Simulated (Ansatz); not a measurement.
## A basis-limit estimate, worked out

An elementary step of SiN₂H₉F, closed shell (SiNH₅ ([NH2][SiH3]) + NH₃ + HF → SiNH₄F ([NH2][SiH2][F]) + NH₃ + H₂; bonds formed: Si1–F7, H2–H8, H6–N9; bonds broken: Si1–H2, H6–F7, H8–N9). “Start” is the structure reached by relaxing down from the saddle towards the reactants; PBE0-D4/def2-TZVP structures. The saddle:

Si1  (-0.222, 0.179, 0.977)
H2  (0.908, -0.307, -0.040)
H3  (-1.234, -0.857, 0.530)
H4  (-1.056, 1.079, 1.852)
N5  (0.873, -0.226, 2.253)
H6  (-0.519, 0.726, -1.535)
F7  (-0.539, 1.425, -0.316)
H8  (0.400, -0.568, -1.472)
N9  (-0.235, -0.115, -2.178)
H10  (0.674, 0.000, 3.214)
H11  (1.701, -0.784, 2.132)
H12  (0.269, 0.163, -3.012)
H13  (-1.020, -0.714, -2.404)
(Å)

Ansatz 0.2.0; basis: def2-TZVPP and def2-QZVPP; cores frozen in the correlated methods.

Energies in eV:

| quantity | saddle | start |
| --- | --- | --- |
| Hartree–Fock, triple zeta (X = 3) | -13676.40643 | -13677.82312 |
| Hartree–Fock, quadruple zeta (X = 4) | -13676.95710 | -13678.36438 |
| MP2 correlation, X = 3 | -24.11901 | -23.60856 |
| MP2 correlation, X = 4 | -25.99836 | -25.47414 |
| CCSD(T) correlation, X = 3 | -26.02396 | -25.55135 |

Task: Work out the barrier at the basis limit: extrapolate Hartree–Fock as E(X) = E∞ + A exp(−7.88 √X) and the MP2 correlation as E(X) = E∞ + B X^−2.97 (the exponents that Neese and Valeev fitted for def2-TZVPP and QZVPP), then add CCSD(T) − MP2 in triple zeta.

Result: Each step is linear, so take the differences first (saddle − start): Hartree–Fock 1.41669 (X = 3) and 1.40728 (X = 4); MP2 correlation -0.51045 and -0.52422; CCSD(T) correlation -0.47261.
Two points give E∞ = E(4) + w [E(4) − E(3)], with w = 1/(exp(7.88 (2 − √3)) − 1) = 0.1377 for Hartree–Fock and w = 1/((4/3)^2.97 − 1) = 0.7407 for the correlation.
Hartree–Fock: 1.40728 + 0.1377 × (-0.00941) = 1.4060 eV.
MP2 correlation: -0.52422 + 0.7407 × (-0.01377) = -0.5344 eV.
CCSD(T) − MP2: -0.47261 − (-0.51045) = 0.0378 eV.
Sum: 1.4060 + (-0.5344) + 0.0378 = 0.9094 eV, or 20.97 kcal/mol. Plain CCSD(T) in triple zeta gives 0.9441 eV, so the larger basis shifts the result by -0.0347 eV.

T1 diagnostic: at most 0.011.

Labels in which every atom is bracketed show which atoms are joined, not bond orders.

For scale, one of the runs: CCSD(T)/def2-TZVPP, 261 basis functions, launched by `ansatz run in.yaml --threads 8 --pin off --events-out ev --progress --plain --max-ram 19148MiB`. Time: 78 s of wall clock on 8 CPU threads of an Arm Neoverse V2; the host was shared. Peak host memory: 6.4 GiB.
